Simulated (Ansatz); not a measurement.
AlCl3, charge +1, doublet, at a GFN2-xTB geometry (such geometries of metal compounds can be far from the true shape) (a state made from the parent by changing its charge; the spin is typed, not shown lowest); CAM-B3LYP/pcseg-1 (Ansatz, a program for electronic structure).

Ansatz was given this input:
Ansatz 0.2 input:
```yaml
crystal:
  periodic: [false, false, false]
  atoms:
    - {symbol: Al, position_ang: [0.00646365, -0.00701963, -0.01811267]}
    - {symbol: Cl, position_ang: [-1.72362629, -1.06706196, -0.19564716]}
    - {symbol: Cl, position_ang: [0.09985445, 1.91035320, -0.69883215]}
    - {symbol: Cl, position_ang: [1.61882905, -0.83792328, 0.90833017]}
basis:
  gaussian:
    orbitals: pcseg-1.json
    final_grid: {core_spheres: 4, valence_spheres: 8, degree: 17}
hamiltonian:
  xc: cam_b3lyp
total_charge: 1
magnetization: {spin_polarized: true, initial_magnetization: 1}
```
The basis file holds pcseg-1 in the JSON format of the Basis Set Exchange.

Output, abridged:

```
Functional definition: CAM-B3LYP
660 factors; integrals over basis functions are off by at most 1.1e-3 eV
217 factors; integrals over basis functions are off by at most 5.8e-6 eV
mean field evaluation 1: about -44156.9204 eV, gradient 1.6e1 eV
mean field evaluation 2: about -44157.7460 eV, gradient 1.1e1 eV
mean field evaluation 4: about -44158.3688 eV, gradient 3.4e-1 eV
mean field evaluation 8: about -44158.4359 eV, gradient 9.4e-3 eV
mean field evaluation 16: about -44158.4359 eV, gradient 2.1e-4 eV
mean field evaluation 32: about -44158.0274 eV, gradient 4.1e0 eV
mean field -44158.43594688 eV, -1622.7925893849 hartree, gradient 9.7e-6 eV, S^2 0.757133; 6 other end points of the search recorded, 0 dependent functions left out
reference -44158.43607116 eV, -1622.7925939522 hartree; 32, 31 occupied and 40, 41 virtual orbitals, 660 factors
Total energy: -44158.43607116 eV, -1622.7925939522 hartree
```
